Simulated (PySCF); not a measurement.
Planning a geometry optimisation on `[SH][Co][SH]` (Co(SH)2) [quartet].

Method: PBE0-D3(BJ)/def2-SVP geometry optimisation, gas phase (PySCF 2.14.0). Work: geometry optimisation from a GFN2-xTB start, density fitting, unrestricted. The input is one job of a driver script: a line of settings, then coordinates in Å.

Input:
```
{"job": {"xc": "PBE0", "basis": "def2-SVP", "d3": "d3bj", "grid": 1, "maxiter": 40, "kind": "geom"}, "charge": 0, "multiplicity": 4}
Co     0.518630     0.147050    -0.135070
S     -0.159970    -0.034580     1.871040
H      1.009430     0.384020     2.359910
S     -0.055710    -0.067220    -2.171770
H     -1.312370    -0.429270    -1.924120
```

Hardware: an x86-64 server with one thread, on a shared host.

**Question.** How large is the basis?

**Answer.** 77 functions.

**Question.** Estimate the wall time.

**Answer.** About 68 s. The run took 12 energy-and-gradient evaluations and 436 SCF cycles, 5.7 s an evaluation on average.

The output:
```
step   0  E = -2179.45931406  max force = 0.019420
step   1  E = -2179.46130510  max force = 0.007900
step   2  E = -2179.46186776  max force = 0.003256
step   3  E = -2179.46232613  max force = 0.005747
step   4  E = -2179.45755001  max force = 0.031519
step   5  E = -2179.46330232  max force = 0.016665
step   6  E = -2179.46421541  max force = 0.010246
step   7  E = -2179.46669803  max force = 0.005358
step   8  E = -2179.46713455  max force = 0.001821
step   9  E = -2179.46727336  max force = 0.001046
step  10  E = -2179.46729170  max force = 0.000509
step  11  E = -2179.46729685  max force = 0.000209
optimisation converged
```

Energies in Eh; «max force» is the largest Cartesian gradient component in Eh/bohr.

Times come from a shared host and carry two figures at best.

The run converged: final energy -2179.46730 Eh after 11 steps; dipole 0.02 D.
